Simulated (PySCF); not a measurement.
C5H8OSi.
Geometry (PBE0-D3(BJ)/def2-SVP, Å), atoms numbered from 1 in this order:
```
atom  x, y, z in Å
C1    -2.5381    0.3284   -0.3291
O2    -1.6089   -0.6793   -0.0237
C3    -0.3211   -0.3277    0.0331
C4     0.2332    0.8975   -0.1598
C5     1.6987    0.9412   -0.0208
C6     2.3675   -0.1969    0.2792
Si7    1.0876   -1.5407    0.4247
H8    -3.5307   -0.1391   -0.3379
H9    -2.5185    1.1318    0.4281
H10   -2.3340    0.7727   -1.3193
H11   -0.3241    1.8062   -0.3998
H12    2.2089    1.9011   -0.1657
H13    3.4520   -0.2245    0.3945
H14    0.9431   -2.1478    1.7824
H15    1.1862   -2.6398   -0.5825
```

Level: PBE0/pcSseg-1 and wB97X-D/def2-SVPD in PySCF, non-relativistic, on one gas-phase PBE0-D3(BJ)/def2-SVP geometry that isn't relaxed in the solvent. The solvent is an IEF-PCM continuum (van der Waals radii × 1.2). Only the electrostatic response of the medium enters.

Gas phase at PBE0/pcSseg-1: HOMO -6.03 eV, LUMO -1.16 eV, dipole 1.71 D.

What does the continuum do to the energy, the frontier levels and the dipole at PBE0/pcSseg-1 in benzene and acetone?

```tsv
solvent	ε	E(solvent) − E(gas) (kcal/mol)	polarisation term (kcal/mol)	distortion of the solute (kcal/mol)	HOMO (eV)	LUMO (eV)	dipole (D)
benzene	2.271	-1.46	-1.54	0.08	-6.04	-1.18	1.92
acetone	20.49	-3.18	-3.57	0.39	-6.10	-1.24	2.16
```

The polarisation term is half the interaction of the solute with the surface charges that it induces; the rest is the cost of distorting the solute's density. The sum is the electrostatic part of solvation alone. From benzene to acetone the lowering changes by a factor 2.17, Onsager's factor (ε − 1)/(2ε + 1) by 2.02 and ε itself by 9.0.

Which radius a makes the point-dipole formula ΔE = −[(ε − 1)/(2ε + 1)]·μ²/a³ give the value in acetone, with the gas-phase dipole?

μ = 0.671 au and |ΔE| = 0.00507 Eh give a = 1.83 Å; the farthest nucleus lies 3.55 Å from the centroid of the nuclei, so such a sphere wouldn't even hold the nuclei. The formula assumes a rigid point dipole at the centre of a sphere.

Which Hirshfeld charges (PBE0/pcSseg-1) respond most in acetone (means over atoms taken as equivalent)?

| atoms | environment | gas (e) | solvent (e) | change |
| --- | --- | --- | --- | --- |
| O2 | ether oxygen | -0.102 | -0.113 | -0.011 |
| H11 | vinylic hydrogen | +0.039 | +0.048 | +0.009 |
| C6 | alkene CH carbon | -0.172 | -0.179 | -0.007 |
| Si7 | SiH2 silicon | +0.323 | +0.316 | -0.007 |
| H12 | vinylic hydrogen | +0.048 | +0.054 | +0.006 |
| H8/H9/H10 | methyl hydrogen | +0.048 | +0.054 | +0.006 |

Gas phase at wB97X-D/def2-SVPD: HOMO -7.83 eV, LUMO 0.55 eV, dipole 1.68 D.

What does the continuum do to the energy, the frontier levels and the dipole at wB97X-D/def2-SVPD in benzene and acetone?

```json
{"solvent": "benzene", "ε": "2.271", "E(solvent) − E(gas) (kcal/mol)": "-1.37", "polarisation term (kcal/mol)": "-1.46", "distortion of the solute (kcal/mol)": "0.09", "HOMO (eV)": "-7.84", "LUMO (eV)": "0.54", "dipole (D)": "1.93"}
{"solvent": "acetone", "ε": "20.49", "E(solvent) − E(gas) (kcal/mol)": "-3.03", "polarisation term (kcal/mol)": "-3.49", "distortion of the solute (kcal/mol)": "0.46", "HOMO (eV)": "-7.89", "LUMO (eV)": "0.49", "dipole (D)": "2.23"}
```

How does the static polarisability (wB97X-D/def2-SVPD, frozen core, with the continuum's full static response) change?

```
 medium  isotropic (au)  principal values (au)  ⟨r²⟩ of the electrons (bohr²)
    gas            89.0      64.3, 95.1, 107.6                          976.8
benzene           102.4     73.6, 111.1, 122.6                          976.2
acetone           121.2     89.7, 133.2, 140.7                          975.4
```

The isotropic value in acetone is 1.36 times the gas-phase one; no cavity-field correction is applied. ⟨r²⟩ is taken about the centre of nuclear charge.

The pairwise dispersion term of wB97X-D wasn't added to the energies; at a given geometry it leaves orbitals and properties as they are.
